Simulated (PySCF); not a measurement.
B3LYP has the VWN-RPA correlation part, as in Gaussian. 

# [Cr(=O)2(F)2] (charge 0, multiplicity 1)

Level of theory: B3LYP-D3(BJ)/def2-TZVP // PBE-D3(BJ)/def2-SVP run with PySCF.

```json
{
  "HOMO": "-10.31 eV",
  "dipole_moment": "0.02 D",
  "HOMO–LUMO gap": "4.83 eV",
  "LUMO": "-5.48 eV",
  "charge on the central atom (Mulliken)": "1.58 e",
  "charge on the central atom (meta-Löwdin)": "1.51 e",
  "total_energy": "-37956.37 eV",
  "cost": "roughly 50 core-seconds"
}
```

Bonds (Å): Cr1–O2 1.557, Cr1–O3 1.557, Cr1–F4 1.704, Cr1–F5 1.704. Angles (°): O2–Cr1–O3 108.3, O2–Cr1–F4 109.5, O2–Cr1–F5 109.5, O3–Cr1–F4 109.5, O3–Cr1–F5 109.5, F4–Cr1–F5 110.5.
Charge 0, spin multiplicity 1.
